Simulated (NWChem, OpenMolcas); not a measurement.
GeH3F (fluorogermane): a line through the functionals

GeH3F: 5 atoms, total charge 0, spin state singlet. As SMILES, `[F][GeH3]`. The coordinates come from a PBE0-D4/def2-TZVP relaxation.

The dipole moment y, in D, basis aug-cc-pVDZ; a is the functional's share of exact exchange. Programs: NWChem 7.3.0, OpenMolcas 26.06.

| functional | program | a | y (D) |
| --- | --- | --- | --- |
| r2SCAN | OpenMolcas | 0 | 2.14 |
| PBE | NWChem | 0 | 2.08 |
| B3LYP | NWChem | 0.2 | 2.21 |
| PBE0 | NWChem | 0.25 | ? |
| BHLYP | OpenMolcas | 0.5 | 2.34 |

Fit y = c + s·a to the known rows and predict PBE0.


1. Means of the 4 rows: a = 0.1750, y = 2.192.
2. Σ(Δa)² = 0.1675, Σ(Δa·Δy) = 0.07725, so the slope is 0.07725/0.1675 = 0.46119.
3. Intercept: 2.192 − (0.46119) × 0.1750 = 2.111. The largest residual of the fit is 0.031.
4. PBE0: 2.111 + (0.46119) × 0.25 = 2.23 D.

The run gave 2.21 D, so the prediction is off by +0.02 D, within the scatter of the fit. More exact exchange makes the molecule more polar here. The rows mix families of semi-local functionals, which the line can't see.
